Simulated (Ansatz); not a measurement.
A series at Zr: from `[F][Zr]([SH])([SH])[SH]`, ligands are replaced one by one, each step taking up H–F and setting free H₂S; n counts the steps. Ansatz, PBE0-D4/def2-TZVP geometries. Each molecule was computed in one conformer, which needn't be the lowest.

```csv
n,molecule,"zero-point energy, PBE0-D4/def2-TZVP (kJ/mol)"
0,`[F][Zr]([SH])([SH])[SH]`,74.5
1,`[F][Zr]([F])([SH])[SH]`,56.1
2,`[F][Zr]([F])([F])[SH]`,38.5
3,`[F][Zr]([F])([F])[F]`,?
```

Question: By hand: fit a straight line y = ȳ + b (n − n̄) to the 3 given rows and predict n = 3.

Answer: n̄ = 1.000, ȳ = 56.37; Σ(n − n̄)(y − ȳ) = -36.00, Σ(n − n̄)² = 2.000, so b = -18.00 kJ/mol a step. Prediction: 56.37 + (-18.00) × (2.000) = 20.4 kJ/mol.

Question: By hand: compare with the computed value, 21.5 kJ/mol, and give the steps along the whole series.

Answer: The line misses by 1.1 kJ/mol (computed minus predicted). Steps: -18.4, -17.6, -17.0 kJ/mol.

The steps differ by at most 1.4 kJ/mol, 8 % of a mean step, so the ligands' effects nearly add and a line is close. The miss is 2.1 % of the series' range.
